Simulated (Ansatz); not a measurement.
CH7NO2Si (`N[SiH2]C(O)O`), 12 atoms. Total charge 0; spin multiplicity 1. All runs use 4 threads of an Arm Neoverse V2 on a shared host. Correlated methods freeze the cores.

(1) Give the basis size and wall time and peak host memory of each of these runs in Ansatz. RKS ωB97M-V/def2-SVP energy; RKS PBE0-D4/def2-QZVPP energy; RKS PBE-QIDH (frozen core)/def2-TZVPP energy; RHF-MP2/def2-QZVPP energy; RHF-CCSD(T)/def2-TZVPP energy; RKS B97M-V/def2-TZVPP energy; RKS PBE0-D4/def2-TZVP frequencies; RKS SPW92 (LDA)/def2-TZVPP energy; RKS ωB97M-V/def2-QZVPP energy; direct RPA on PBE orbitals/def2-TZVPP energy; RKS PBE0-D4/def2-TZVP relaxation (10 steps); RKS PBE0-D4/def2-SVP energy. (An estimate is asked.)

Answers

(1) Ansatz gave: Other jobs shared the machine, so times are rough.

```json
{"level": "RKS PBE0-D4/def2-SVP", "job": "energy", "functions": "109", "wall time": "1 s", "peak host memory (GiB)": "0.46"}
{"level": "RKS SPW92 (LDA)/def2-TZVPP", "job": "energy", "functions": "264", "wall time": "1.2 s", "peak host memory (GiB)": "0.34"}
{"level": "RKS ωB97M-V/def2-SVP", "job": "energy", "functions": "109", "wall time": "3.8 s", "peak host memory (GiB)": "0.46"}
{"level": "RKS PBE-QIDH (frozen core)/def2-TZVPP", "job": "energy", "functions": "264", "wall time": "5.5 s", "peak host memory (GiB)": "0.71"}
{"level": "direct RPA on PBE orbitals/def2-TZVPP", "job": "energy", "functions": "264", "wall time": "6 s", "peak host memory (GiB)": "0.66"}
{"level": "RKS PBE0-D4/def2-QZVPP", "job": "energy", "functions": "508", "wall time": "8 s", "peak host memory (GiB)": "1.8"}
{"level": "RKS B97M-V/def2-TZVPP", "job": "energy", "functions": "264", "wall time": "8.5 s", "peak host memory (GiB)": "0.43"}
{"level": "RKS ωB97M-V/def2-QZVPP", "job": "energy", "functions": "508", "wall time": "18 s", "peak host memory (GiB)": "2.2"}
{"level": "RHF-MP2/def2-QZVPP", "job": "energy", "functions": "508", "wall time": "25 s", "peak host memory (GiB)": "3.5"}
{"level": "RKS PBE0-D4/def2-TZVP", "job": "relaxation (10 steps)", "functions": "203", "wall time": "31 s", "peak host memory (GiB)": "0.5"}
{"level": "RKS PBE0-D4/def2-TZVP", "job": "frequencies", "functions": "203", "wall time": "2.4 min", "peak host memory (GiB)": "0.5"}
{"level": "RHF-CCSD(T)/def2-TZVPP", "job": "energy", "functions": "264", "wall time": "3.2 min", "peak host memory (GiB)": "6.7"}
```
